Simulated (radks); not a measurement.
Charge is removed step by step from the 3s down level of the dysprosium ion Dy51+, starting from [Ne] 3s(up 1, down 1) 3p3. Method: scalar-relativistic Kohn-Sham, r2SCAN, spin-polarised, spherical densities, finite nucleus; open shells are filled with parallel spins first (spin-orbit coupling, left out, can overturn this in heavy ions); meta-GGA in the generalised Kohn-Sham scheme; Fermi nuclear charge, rms radius 5.2218 fm; computed with a radial shooting solver on a logarithmic mesh with Libxc functionals.

| removed (e) | E - E(0) (eV) | eigenvalue (eV) | E minus straight line (eV) |
|---|---|---|---|
| 0 | 0.000 | -4922.9 | 0.000 |
| 0.25 | 1233.0 | -4944.3 | -6.925 |
| 0.5 | 2471.1 | -4964.1 | -8.672 |
| 0.75 | 3713.8 | -4980.7 | -5.809 |
| 1 | 4959.5 | -4975.9 | 0.000 |

Removing the whole electron costs 4959.5 eV by Delta-SCF, against 4922.9 eV from minus the eigenvalue at the starting occupation. Slater's transition state (half an electron removed) gives 4964.1 eV. Integrating minus the eigenvalue over the occupation (Janak's theorem) gives 4960.6 eV. In this scalar-relativistic scheme the density is built from large components alone, so the theorem holds only approximately. The mean slope of the eigenvalue, de/dn, is 53.0 eV per electron.
